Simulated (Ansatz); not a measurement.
C4H7Ga, SMILES `C=C=[C](C)[GaH2]`, relaxed with RKS PBE0-D4/def2-TZVP in the Gaussian-basis code of Ansatz from a GFN2-xTB geometry. The force threshold is 0.005 eV/Å; the program also tests the step.

Total charge 0; spin multiplicity 1.

Start:

```xyz
12

C     1.726    1.191    1.199
C     0.830    0.471    0.588
C    -0.093   -0.177   -0.052
C    -0.302   -1.673   -0.053
Ga   -1.406    0.870   -1.170
H     1.566    1.573    2.194
H     2.683    1.403    0.749
H     0.401   -2.150   -0.739
H    -0.160   -2.099    0.939
H    -1.318   -1.897   -0.399
H    -1.331    2.435   -1.411
H    -2.596    0.053   -1.845
```

```
         step  energy (eV)  largest force (eV/Å)  largest move (Å)
            1  -56627.5581                 1.051             0.000
            2  -56627.6068                 0.448             0.151
 3 (rejected)  -56627.6011                 0.640             0.154
            4  -56627.6334                 0.271             0.077
            5  -56627.6357                 0.145             0.100
            6  -56627.6464                 0.272             0.150
            7  -56627.6528                 0.159             0.200
            8  -56627.6591                 0.094             0.071
 9 (rejected)  -56627.5754                 1.915             0.139
           10  -56627.6629                 0.115             0.070
           11  -56627.6641                 0.156             0.075
12 (rejected)  -56627.6577                 0.257             0.142
           13  -56627.6666                 0.062             0.052
14 (rejected)  -56627.6654                 0.356             0.059
           15  -56627.6676                 0.024             0.030
           16  -56627.6681                 0.020             0.037
           17  -56627.6682                 0.054             0.043
18 (rejected)  -56627.6678                 0.073             0.030
           19  -56627.6685                 0.020             0.015
           20  -56627.6686                 0.009             0.011
21 (rejected)  -56627.6686                 0.021             0.008
           22  -56627.6686                 0.004             0.004
           23  -56627.6686                 0.003             0.013
24 (rejected)  -56627.6686                 0.005             0.006
           25  -56627.6686                 0.004             0.003
           26  -56627.6686                 0.004             0.005
```

End:

```xyz
12

C     1.594    1.200    1.207
C     0.725    0.477    0.558
C    -0.160   -0.208   -0.109
C    -0.285   -1.707   -0.016
Ga   -1.314    0.892   -1.247
H     1.369    1.603    2.188
H     2.571    1.415    0.787
H    -0.148   -2.171   -0.996
H     0.450   -2.131    0.670
H    -1.282   -1.993    0.330
H    -1.096    2.441   -1.268
H    -2.424    0.181   -2.106
```

Hardware: 4 threads of an Arm Neoverse V2 on a shared host. Wall time 110 s, peak host memory 0.65 GiB.
